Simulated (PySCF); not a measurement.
C2HBr2Cl. Atoms are numbered in the order given.

```xyz
6

Cl    -1.8388    -0.2338     0.0000
C     -0.1454    -0.4610     0.0000
Br     0.4428    -2.2470     0.0000
C      0.7495     0.5338     0.0000
Br     0.2947     2.3388     0.0000
H      1.8193     0.3228     0.0000
```
Charge 0, spin multiplicity 1.

Geometry optimised at PBE0-D3(BJ)/def2-SVP.

Level of theory: PySCF with PBE/def2-TZVP.

Isolated molecule, no solvent.

The total energy is -5684.28327 hartree and the point group is Cs. The highest occupied level is -6.10 eV and the lowest empty level is -1.88 eV. The orbital gap comes out as 4.22 eV, the dipole moment is 0.67 D and the quadrupole, principal values (traceless, Buckingham form, about the centre of nuclear charge) comes out as -3.03, -0.12, 3.14 D·Å. The mean static polarisability is 78.7 bohr³ (11.67 Å³). The polarisability, principal values is 47.5, 74.7, 114.0 bohr³.
